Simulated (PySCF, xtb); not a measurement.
SiH3Br, SMILES [SiH3]Br.

Geometry: B3LYP-D3(BJ)/def2-TZVP.

These are IEF-PCM-PBE0/def2-SVP in PySCF values and carry that method's errors.

The values are the electrostatic part of the solvation free energy, E(continuum) − E(gas) at the gas-phase geometry, in a cavity of scaled van der Waals radii (PySCF's table); cavitation and dispersion terms are not included. In vacuum the orbital gap is 8.20 eV. The dipole moment in vacuum is 1.48 D.

Computed values in water (ε = 78.36), chloroform (ε = 4.71), dimethylsulfoxide (ε = 46.83):
```csv
solvent,ε,ΔG(elec) (kcal/mol),dipole (D),gap (eV)
water,78.36,-1.1,1.93,8.41
chloroform,4.71,-0.8,1.80,8.35
dimethylsulfoxide,46.83,-1.1,1.92,8.41
```

For comparison, GFN2-xTB/ALPB(water) (xtb, at the GFN2-xTB geometry, all terms of that model) gives 0.1 kcal/mol.
